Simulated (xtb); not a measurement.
Harmonic IR lines of one isomer of C₄H₇NSi, unscaled. Computed with GFN2-xTB (xtb 6.7.1).

wavenumber (cm⁻¹): 332 (vw), 545 (s), 593 (w), 646 (m), 720 (m), 764 (w), 854 (m), 910 (m), 1004 (w), 1516 (w), 1561 (w), 2156 (vs), 3041 (w), 3052 (m), 3096 (m)

Problem. Which structure gives these lines?
A) `N[SiH]1C=CC=C1`
B) `NC1=CC=C[SiH2]1`
C) `NC1=C[SiH2]C=C1`

Solution. A, `N[SiH]1C=CC=C1`
